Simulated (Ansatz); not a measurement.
Stepwise reaction of `O[SiH2]N[SiH](F)F` with hydrogen, as a gas-phase model of exchange steps in deposition or etching. ΔE in kJ/mol.

Gas-phase electronic energies from Ansatz, PBE0-D4/def2-TZVP geometries. CBS: MP2 limit from def2 TZ/QZ plus the TZ coupled-cluster correction, frozen cores. This one scheme is used for every species. DFT in def2-TZVPP. B3LYP here is the variant with VWN-RPA as its local correlation; programs differ in this. Each species was taken in one conformer, which may not be the lowest.

```tsv
step	reaction	PBE-D4	B3LYP-D4	ωB97M-V	CCSD(T)/CBS
2	`O[SiH2]N[SiH2]F` + H₂ → `O[SiH2]N[SiH3]` + H–F	128.6	136.9	137.6	134.4
```

**Question.** Give the row of step 1, `O[SiH2]N[SiH](F)F` + H₂ → `O[SiH2]N[SiH2]F` + H–F. (Best estimate.)

**Answer.** Ansatz gave: 
| step | reaction | PBE-D4 | B3LYP-D4 | ωB97M-V | CCSD(T)/CBS |
| --- | --- | --- | --- | --- | --- |
| 1 | `O[SiH2]N[SiH](F)F` + H₂ → `O[SiH2]N[SiH2]F` + H–F | 131.1 | 139.9 | 140.7 | 137.1 |

**Question.** By hand: ΔE of the 2 steps together at CCSD(T)/CBS.

**Answer.** (137.1) + (134.4) = 271.5 kJ/mol, or 135.8 kJ/mol a step.

In ΔE the steps differ by no more than 2.7 kJ/mol. All are uphill at CCSD(T)/CBS. PBE-D4 differs from CCSD(T)/CBS by -6.0 to -5.8 kJ/mol a step. Only this route is followed, and other bonds may react first. Isolated molecules leave out the surface, adducts and barriers. Largest T1 diagnostic: 0.012.
